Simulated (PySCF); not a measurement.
silacyclobutane (C₃H₈Si), SMILES [SiH2]1CCC1.

Geometry: B3LYP-D3(BJ)/def2-SVP.

Level of theory: TDA-ωB97X/def2-SVPD (PySCF 2.14.0).

Vertical excitations.  State labels are in the subgroup Cs.

Computed UV-visible absorptions:
```tsv
state	symmetry	energy (eV)	λ (nm)	f	main pairs
S1	A"	7.35	169	0.024	HOMO→LUMO 90 %
S2	A'	7.96	156	0.016	HOMO→LUMO+1 71 %, HOMO→LUMO+2 17 %
S3	A'	8.01	155	0.108	HOMO−1→LUMO 86 %
S4	A"	8.18	152	0.032	HOMO−1→LUMO+1 75 %, HOMO−1→LUMO+2 13 %
S5	A"	8.32	149	0.001	HOMO−2→LUMO 70 %, HOMO−4→LUMO 11 %
S6	A'	8.55	145	0.015	HOMO→LUMO+3 64 %, HOMO→LUMO+2 12 %
S7	A'	8.74	142	0.131	HOMO→LUMO+2 60 %, HOMO→LUMO+3 12 %, HOMO→LUMO+1 11 %
S8	A"	8.83	140	0.000	HOMO−1→LUMO+3 71 %
S9	A"	8.99	138	0.070	HOMO−1→LUMO+2 68 %, HOMO−1→LUMO+1 14 %
S10	A'	9.10	136	0.075	HOMO−2→LUMO+1 71 %
T1	A"	7.00	177	0	HOMO→LUMO 87 %
T2	A'	7.09	175	0	HOMO−1→LUMO 84 %
T3	A'	7.71	161	0	HOMO→LUMO+1 71 %, HOMO→LUMO+2 15 %
T4	A"	7.98	155	0	HOMO−2→LUMO 67 %, HOMO−4→LUMO 15 %
```
Triplets are in the Tamm–Dancoff approximation.
